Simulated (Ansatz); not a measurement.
One change: `ClB1CO[SiH2]1` becomes `B1CO[SiH2]1`.

Ansatz, PBE0-D4/def2-TZVP geometries, multiplicity 1. 

| property | `ClB1CO[SiH2]1` |
| --- | --- |
| LUMO energy (PBE0/def2-TZVPP) / eV | -2.15 |
| HOMO energy (PBE/def2-TZVPP) / eV | -6.34 |
| HOMO–LUMO gap (ωB97M-V/def2-TZVPP) / eV | 9.57 |
| LUMO energy (B3LYP/def2-TZVPP) / eV | -2.32 |
| size of the dipole moment (ωB97M-V/def2-TZVPP) / D | 1.06 |
| LUMO energy (ωB97M-V/def2-TZVPP) / eV | -0.09 |

Task: What does the change do to each property? (Best estimate.)

Result: The calculation gave: 
```json
{"property": "LUMO energy (PBE0/def2-TZVPP) / eV", "`B1CO[SiH2]1`": "-2.29", "shift": "-0.14"}
{"property": "HOMO energy (PBE/def2-TZVPP) / eV", "`B1CO[SiH2]1`": "-6.48", "shift": "-0.14"}
{"property": "HOMO–LUMO gap (ωB97M-V/def2-TZVPP) / eV", "`B1CO[SiH2]1`": "9.53", "shift": "-0.04"}
{"property": "LUMO energy (B3LYP/def2-TZVPP) / eV", "`B1CO[SiH2]1`": "-2.49", "shift": "-0.17"}
{"property": "size of the dipole moment (ωB97M-V/def2-TZVPP) / D", "`B1CO[SiH2]1`": "1.60", "shift": "0.54"}
{"property": "LUMO energy (ωB97M-V/def2-TZVPP) / eV", "`B1CO[SiH2]1`": "-0.29", "shift": "-0.20"}
```

Dipoles are sizes alone; their direction can turn.

B3LYP here is the variant with VWN-RPA as its local correlation; programs differ in this.
